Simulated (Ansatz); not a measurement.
Consider the cleavage of the B–Si bond: `B[SiH2][CH2][InH2]` + `BN` → `BNB` + `[SiH3][CH2][InH2]`.

Program: Ansatz. Geometries: PBE0-D4/def2-TZVP. ΔE: electronic, gas phase. CCSD(T)/CBS adds triple-zeta CCSD(T) − MP2 to the extrapolated MP2 energy (def2 sets, frozen cores). This one scheme is used for every species. def2 core potentials past Kr. For In outer-core shells are correlated without core-valence functions, which leaves a few kJ/mol of doubt a bond. Each species was taken in one conformer, which may not be the lowest.

| species | CCSD(T)/CBS(def2) energy (Eh) |
| --- | --- |
| `B[SiH2][CH2][InH2]` | -546.48728 |
| `BN` | -81.93499 |
| `BNB` | -107.34560 |
| `[SiH3][CH2][InH2]` | -521.12346 |

**Question.** Work out ΔE.

**Answer.** ΔE = (-107.34560) + (-521.12346) − (-546.48728) − (-81.93499) = -0.04679 Eh = -122.8 kJ/mol.

Largest T1 diagnostic among the species: 0.013.

In def2-TZVPP, CCSD(T) changes the Hartree–Fock value by +21.8 kJ/mol (the triples alone add +2.0 kJ/mol) and MP2 by +14.4 kJ/mol. The D4 term adds +4.7 kJ/mol with B3LYP and +2.6 kJ/mol with PBE0; it sums over pairs of atoms, weighted by their polarisabilities, and B3LYP, whose exchange is more repulsive, gets the larger term. From PBE to PBE0 (25 % exact exchange), in def2-TZVPP and without D4, ΔE moves by −5.1 kJ/mol.

B3LYP here is the variant with VWN-RPA as its local correlation; programs differ in this.
